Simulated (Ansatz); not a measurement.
Basis-set series for CH$_{4}$N$_{2}$OSi, SMILES `N=C1N[SiH2]O1`. The species carries charge 0 and has multiplicity 1. All single points use the PBE0-D4/def2-TZVP geometry. It is one conformer, not always the lowest.

```
functional       basis  functions  energy (Eh)  HOMO (eV)  LUMO (eV)
   PBE0-D4    def2-SVP         94   -514.13717      -7.19      -0.25
   PBE0-D4  def2-TZVPP        222   -514.50832      -7.36      -0.71
   ωB97M-V    def2-SVP         94   -514.40753      -9.41       1.70
   ωB97M-V  def2-TZVPP        222   -514.78640      -9.61       1.00
```

Task: Give the rows for def2-QZVPP. (Best estimate.)

Result: Ansatz gave: 
```tsv
functional	basis	functions	energy (Eh)	HOMO (eV)	LUMO (eV)
PBE0-D4	def2-QZVPP	418	-514.53120	-7.40	-0.83
ωB97M-V	def2-QZVPP	418	-514.80750	-9.65	0.71
```

Positive LUMOs are unbound and depend on the basis.
